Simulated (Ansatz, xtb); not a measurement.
C4H6BrCl: which of two isomers lies lower

Structure I is `Cl[C@@H]1CC[C@H]1Br`, a singlet and structure II is `Cl[C@H]1C[C@@H](Br)C1`, a singlet. Both are isolated molecules in the gas phase, relaxed with B3LYP-D3(BJ)/def2-SVP.

Q: Which of the two would you expect CCSD(T)/def2-SVP + ΔMP2/def2-TZVPP electronic energies to favour?

A: CCSD(T)/def2-SVP + ΔMP2/def2-TZVPP gives E(II) − E(I) = +0.026 eV, slightly favouring structure I, which is too small a margin to settle the true order.

The same difference at several levels:

```csv
level,geometry,E(II) − E(I) (eV),departure from the last row (eV),"job, with rough time for the two"
GFN2-xTB,GFN2-xTB,+0.020,−0.005,"optimisation, 0.15 s"
HF/STO-3G,GFN2-xTB,−0.003,−0.029,"single point, 0.6 s"
r2SCAN-D4/def2-SVP,GFN2-xTB,+0.003,−0.022,"single point, 7.2 s"
B3LYP-D3(BJ)/def2-SVP,B3LYP-D3(BJ)/def2-SVP,+0.022,−0.004,"optimisation, 69 s"
HF/def2-SVP,B3LYP-D3(BJ)/def2-SVP,+0.004,−0.021,part of the CCSD(T) run
MP2/def2-SVP,B3LYP-D3(BJ)/def2-SVP,+0.034,+0.008,part of the CCSD(T) run
CCSD(T)/def2-SVP,B3LYP-D3(BJ)/def2-SVP,+0.025,−0.001,single point
CCSD(T)/def2-SVP + ΔMP2/def2-TZVPP,B3LYP-D3(BJ)/def2-SVP,+0.026,,"single point, 2 min"
```

As drawn, both hold the same kinds of bond in the same numbers.

The largest departure from CCSD(T)/def2-SVP + ΔMP2/def2-TZVPP is that of HF/STO-3G, 0.029 eV. The last row adds to CCSD(T) the change of the MP2 difference between the two basis sets, here +0.001 eV.

With thermal terms from frequencies at re-optimised GFN2-xTB minima (ideal gas, soft modes damped towards free rotors, one conformer each, 298.15 K, 1 atm): the zero-point term adds 0.000 eV; ΔH is +0.023 and ΔG +0.032 eV.

The correlated steps freeze 18 core orbitals; the filled d shell of Br is correlated, in a basis made for valence electrons. Programs: Ansatz 0.2.0, xtb 6.7.1; the last row on 2 threads of Arm Neoverse V2 on a shared host.
